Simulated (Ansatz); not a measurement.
`N[SiH](O)O` + `N=C(O)O` → `N=C(O)[SiH](N)O` + `OO`  (formal exchange of groups at the Si–O bond)

Computed with Ansatz on PBE0-D4/def2-TZVP structures; ΔE is electronic, products minus reactants. CCSD(T)/CBS is the MP2 limit (def2-TZVPP, def2-QZVPP) plus CCSD(T) − MP2 in def2-TZVPP, frozen cores. This one scheme is used for every species. DFT in def2-TZVPP. B3LYP here is the variant with VWN-RPA as its local correlation; programs differ in this. One conformer a species, not always the lowest.

Is it downhill or uphill in electronic energy at CCSD(T)/CBS, and by how much? (Estimate.)

Ansatz gave: Uphill: ΔE = +427.4 kJ/mol.

What do these levels give: PBE0, B3LYP, HF/def2-TZVPP, MP2/def2-TZVPP, HF/def2-QZVPP, CCSD/CBS(def2)? (Best estimate.)

Ansatz gave: PBE0 424.5, B3LYP 419.6, HF/def2-TZVPP 471.4, MP2/def2-TZVPP 444.6, HF/def2-QZVPP 473.9, CCSD/CBS(def2) 435.5 kJ/mol.

Largest T1 diagnostic among the species: 0.013.

In def2-TZVPP, CCSD(T) changes the Hartree–Fock value by −47.2 kJ/mol (the triples alone add −8.0 kJ/mol) and MP2 by −26.8 kJ/mol. The D4 term adds −5.9 kJ/mol with B3LYP and −3.6 kJ/mol with PBE0; it sums over pairs of atoms, weighted by their polarisabilities, and B3LYP, whose exchange is more repulsive, gets the larger term. From PBE to PBE0 (25 % exact exchange), in def2-TZVPP and without D4, ΔE moves by +23.9 kJ/mol.
